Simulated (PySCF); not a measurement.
## Correlation energy of Sn⁺ (tin, charge +1)

Starting occupation: [Kr] 4d10 5s1 5p1 5d1, 5s1/2 with m_j = +1/2, 5p3/2 with m_j = +3/2, 5d5/2 with m_j = +5/2. All numbers are calculated (PySCF 2.14, X2C-1e with screened-nucleus spin-orbit coupling, Gaussian nucleus, in x2c-TZVPall-2c with one added diffuse shell each of s, p, d, f type (9s10p6d3f, 90 functions)). Frozen: [Ar] 3d10; 21 electrons correlated; the 6 highest virtual spinors left out.

MP2 pair energies summed by pair of shells (mhartree):

```
       pair  energy  share (%)
4d3/2-4d5/2  -81.62       24.3
4d5/2-4d5/2  -57.40       17.1
4d3/2-4d3/2  -24.55        7.3
4d5/2-4p3/2  -24.43        7.3
4d5/2-5s1/2  -18.79        5.6
4d3/2-4p3/2  -16.73        5.0
4d5/2-4p1/2  -12.54        3.7
4d3/2-5s1/2  -11.10        3.3
4p1/2-4p3/2   -9.54        2.8
4p3/2-4p3/2   -9.26        2.8
4d5/2-5p3/2   -9.02        2.7
4d5/2-4s1/2   -8.78        2.6
4d3/2-4p1/2   -8.15        2.4
4p3/2-4s1/2   -6.85        2.0
4d3/2-4s1/2   -5.92        1.8
4d3/2-5p3/2   -5.63        1.7
4p1/2-4s1/2   -3.52        1.0
5d5/2-5s1/2   -3.20        1.0
4d5/2-5d5/2   -2.67        0.8
4p3/2-5s1/2   -2.52        0.8
4p1/2-4p1/2   -2.25        0.7
5p3/2-5s1/2   -2.09        0.6
4d3/2-5d5/2   -1.82        0.5
4s1/2-4s1/2   -1.69        0.5
5d5/2-5p3/2   -1.35        0.4
4p3/2-5p3/2   -1.20        0.4
4p1/2-5s1/2   -1.15        0.3
4p1/2-5p3/2   -0.61        0.2
4s1/2-5s1/2   -0.39        0.1
4p3/2-5d5/2   -0.24        0.1
```

Total MP2 correlation energy: -335.38 mhartree.

This basis was not built for core-valence correlation, so the inner-shell part is incomplete.
